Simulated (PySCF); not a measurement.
GaP (SMILES [P]=[Ga]), triplet, at a GFN2-xTB geometry (such geometries of metal compounds can be far from the true shape); PySCF with X3LYP/6-31G**.

PySCF was given this input:
```python
from pyscf import gto, scf, dft

mol = gto.Mole()
mol.atom = '''
    Ga   -0.00000000   -0.00000000   -0.74669457
    P     0.00000000    0.00000000    1.54316877
'''
mol.basis = '6-31g**'
mol.spin = 2
mol.verbose = 4
mol.build()

mf = dft.UKS(mol)
mf.xc = 'x3lyp'
mf.kernel()
mf.analyze()
```

Output, abridged:

```
PySCF version 2.14.0

[INPUT] verbose = 4
[INPUT] num. atoms = 2
[INPUT] num. electrons = 46
[INPUT] charge = 0
[INPUT] spin (= nelec alpha-beta = 2S) = 2
[INPUT] symmetry False subgroup None
[INPUT] Mole.unit = angstrom
[INPUT] Symbol           X                Y                Z      unit          X                Y                Z       unit  Magmom
[INPUT]  1 Ga     0.000000000000   0.000000000000  -0.746694570000 AA    0.000000000000   0.000000000000  -1.411048236000 Bohr   0.0
[INPUT]  2 P      0.000000000000   0.000000000000   1.543168770000 AA    0.000000000000   0.000000000000   2.916166339282 Bohr   0.0

nuclear repulsion = 107.459427285211
number of shells = 20
number of NR pGTOs = 146
number of NR cGTOs = 50
basis = 6-31g**
ecp = {}

******** <class 'pyscf.dft.uks.UKS'> ********
method = UKS
initial guess = minao
damping factor = 0
level_shift factor = 0
DIIS = <class 'pyscf.scf.diis.CDIIS'>
diis_start_cycle = 1
diis_space = 8
diis_damp = 0
SCF conv_tol = 1e-09
SCF conv_tol_grad = None
SCF max_cycles = 50
direct_scf = True
direct_scf_tol = 1e-13
number electrons alpha = 24  beta = 22
XC library pyscf.dft.libxc version 7.1.2
    S. Lehtola, C. Steigemann, M. J. T. Oliveira, and M. A. L. Marques,  SoftwareX 7, 1–5 (2018)
XC functionals = x3lyp
    X. Xu and W. A. Goddard,  Proc. Natl. Acad. Sci. U. S. A. 101, 2673 (2004)
radial grids:
    Treutler-Ahlrichs [JCP 102, 346 (1995); DOI:10.1063/1.469408] (M4) radial grids

becke partition: Becke, JCP 88, 2547 (1988); DOI:10.1063/1.454033
pruning grids: <function nwchem_prune>
grids dens level: 3
symmetrized grids: False
atomic radii adjust function: <function treutler_atomic_radii_adjust>
small_rho_cutoff = 0
Set gradient conv threshold to 3.16228e-05
tot grids = 40088
init E= -2265.26318312811

cycle= 1 E= -2265.71724626156  delta_E= -0.454  |g|= 0.347  |ddm|= 1.19
cycle= 2 E= -2265.38455634103  delta_E= 0.333  |g|= 0.728  |ddm|= 1.27
cycle= 3 E= -2265.7561418547  delta_E= -0.372  |g|= 0.131  |ddm|= 1.12
cycle= 4 E= -2265.77203430747  delta_E= -0.0159  |g|= 0.0321  |ddm|= 0.275
cycle= 5 E= -2265.77326353603  delta_E= -0.00123  |g|= 0.00417  |ddm|= 0.0549
cycle= 6 E= -2265.77330715459  delta_E= -4.36e-05  |g|= 0.00124  |ddm|= 0.0158
cycle= 7 E= -2265.77331382386  delta_E= -6.67e-06  |g|= 0.000606  |ddm|= 0.00607
cycle= 8 E= -2265.77331619107  delta_E= -2.37e-06  |g|= 0.000353  |ddm|= 0.00437
cycle= 9 E= -2265.77331679981  delta_E= -6.09e-07  |g|= 8.25e-05  |ddm|= 0.00264
cycle= 10 E= -2265.77331683606  delta_E= -3.62e-08  |g|= 2.11e-05  |ddm|= 0.000647
cycle= 11 E= -2265.77331683789  delta_E= -1.84e-09  |g|= 4.95e-06  |ddm|= 0.000148
cycle= 12 E= -2265.77331683794  delta_E= -4.96e-11  |g|= 3.52e-06  |ddm|= 2.58e-05
Extra cycle  E= -2265.77331683794  delta_E= 4.55e-12  |g|= 4.27e-06  |ddm|= 6.39e-06
converged SCF energy = -2265.77331683794  <S^2> = 2.0103454  2S+1 = 3.0068891
**** SCF Summaries ****
Total Energy =                       -2265.773316837936363
Nuclear Repulsion Energy =             107.459427285210836
One-electron Energy =                -3368.613750556954983
Two-electron Energy =                  995.381006433807556
Two-electron Coulomb Energy =         1093.492765467690560
DFT Exchange-Correlation Energy =      -98.111759033882976
**** MO energy ****
                             alpha | beta                alpha | beta
MO #1   energy= -372.727198067877  | -372.726595600251  occ= 1 | 1
MO #2   energy= -77.1348514253807  | -77.128381982872   occ= 1 | 1
MO #3   energy= -46.0279032228052  | -46.0275526513993  occ= 1 | 1
MO #4   energy= -40.7736319623556  | -40.7732364192195  occ= 1 | 1
MO #5   energy= -40.7726594286991  | -40.7725668824065  occ= 1 | 1
MO #6   energy= -40.7726453731686  | -40.771453666915   occ= 1 | 1
MO #7   energy= -6.57406868936631  | -6.56735969531385  occ= 1 | 1
MO #8   energy= -5.56387254281131  | -5.56273820315164  occ= 1 | 1
MO #9   energy= -4.73387137191145  | -4.72089305216577  occ= 1 | 1
MO #10  energy= -4.73251007967545  | -4.71997989425708  occ= 1 | 1
MO #11  energy= -4.72253638869553  | -4.71801758579296  occ= 1 | 1
MO #12  energy= -3.84247729993012  | -3.84142356332593  occ= 1 | 1
MO #13  energy= -3.83935544226459  | -3.83882931726213  occ= 1 | 1
MO #14  energy= -3.83911467907295  | -3.83697414312552  occ= 1 | 1
MO #15  energy= -0.867824981742566 | -0.865011237551711 occ= 1 | 1
MO #16  energy= -0.865506592518971 | -0.863952347687479 occ= 1 | 1
MO #17  energy= -0.864703668774307 | -0.862835512215788 occ= 1 | 1
MO #18  energy= -0.863978983447826 | -0.86227921506624  occ= 1 | 1
MO #19  energy= -0.862380409875545 | -0.860819494249762 occ= 1 | 1
MO #20  energy= -0.589232441999386 | -0.530368956037782 occ= 1 | 1
MO #21  energy= -0.381713730161008 | -0.343830128407263 occ= 1 | 1
MO #22  energy= -0.249439624511448 | -0.200183505897332 occ= 1 | 1
MO #23  energy= -0.239864205607858 | -0.142018633957937 occ= 1 | 0
MO #24  energy= -0.218344980480009 | -0.136316219557753 occ= 1 | 0
MO #25  energy= -0.0695039725190494 | -0.048951969744139 occ= 0 | 0
MO #26  energy= -0.0576868829452479 | -0.0402929363153066 occ= 0 | 0
MO #27  energy= 0.0224206205627207 | 0.0378924049035634 occ= 0 | 0
MO #28  energy= 0.0670013768527769 | 0.0732687858962544 occ= 0 | 0
MO #29  energy= 0.127546466290949  | 0.132868547601222  occ= 0 | 0
MO #30  energy= 0.132634244695681  | 0.133415415872506  occ= 0 | 0
MO #31  energy= 0.144478683642977  | 0.169904577264912  occ= 0 | 0
MO #32  energy= 0.276464478023477  | 0.303381113939922  occ= 0 | 0

To work with the spin densities directly, `use mulliken_meta_spin()` only printing them here.

 ** Mulliken spin pop alpha/beta on meta-lowdin orthogonal AOs **
 ** Mulliken Spin Density (per AO)  **
spin_pop of  0 Ga 1s        0.00000
spin_pop of  0 Ga 2s        0.00001
spin_pop of  0 Ga 3s        0.00045
spin_pop of  0 Ga 4s        0.09828
spin_pop of  0 Ga 5s        0.00419
spin_pop of  0 Ga 2px      -0.00000
spin_pop of  0 Ga 2py       0.00000
spin_pop of  0 Ga 2pz       0.00000
spin_pop of  0 Ga 3px      -0.00000
spin_pop of  0 Ga 3py       0.00001
spin_pop of  0 Ga 3pz       0.00002
spin_pop of  0 Ga 4px      -0.05683
spin_pop of  0 Ga 4py       0.14213
spin_pop of  0 Ga 4pz       0.32865
spin_pop of  0 Ga 5px       0.00011
spin_pop of  0 Ga 5py       0.00034
spin_pop of  0 Ga 5pz       0.00543
spin_pop of  0 Ga 3dxy     -0.00004
spin_pop of  0 Ga 3dyz     -0.00009
spin_pop of  0 Ga 3dz^2     0.00021
spin_pop of  0 Ga 3dxz     -0.00014
spin_pop of  0 Ga 3dx2-y2   -0.00004
spin_pop of  0 Ga 4dxy      0.00003
spin_pop of  0 Ga 4dyz      0.00119
spin_pop of  0 Ga 4dz^2     0.00105
spin_pop of  0 Ga 4dxz     -0.00023
spin_pop of  0 Ga 4dx2-y2    0.00006
spin_pop of  0 Ga 5dxy      0.00002
spin_pop of  0 Ga 5dyz      0.00089
spin_pop of  0 Ga 5dz^2     0.00071
spin_pop of  0 Ga 5dxz     -0.00020
spin_pop of  0 Ga 5dx2-y2    0.00004
spin_pop of  1 P 1s        0.00000
spin_pop of  1 P 2s        0.00016
spin_pop of  1 P 3s        0.01235
spin_pop of  1 P 4s        0.00236
spin_pop of  1 P 2px       0.00001
spin_pop of  1 P 2py       0.00010
spin_pop of  1 P 2pz       0.00006
spin_pop of  1 P 3px       0.06487
spin_pop of  1 P 3py       0.84759
spin_pop of  1 P 3pz       0.54305
spin_pop of  1 P 4px      -0.00036
spin_pop of  1 P 4py       0.00003
spin_pop of  1 P 4pz       0.00114
spin_pop of  1 P 3dxy      0.00001
spin_pop of  1 P 3dyz      0.00075
spin_pop of  1 P 3dz^2     0.00148
spin_pop of  1 P 3dxz     -0.00017
spin_pop of  1 P 3dx2-y2    0.00031
 ** Mulliken Spin Density (per atom)  **
spin density of  0 Ga =      0.52623
spin density of  1 P =      1.47377
 ** Mulliken pop alpha/beta on meta-lowdin orthogonal AOs **
 ** Mulliken pop       alpha | beta **
In total            24.00000 | 22.00000
 ** Mulliken atomic charges   ( Nelec_alpha | Nelec_beta ) **
charge of  0Ga =      0.16003  (    15.68310     15.15687 )
charge of  1P =     -0.16003  (     8.31690      6.84313 )
Dipole moment(X, Y, Z, Debye): -0.00000,  0.00000, -2.03670
```
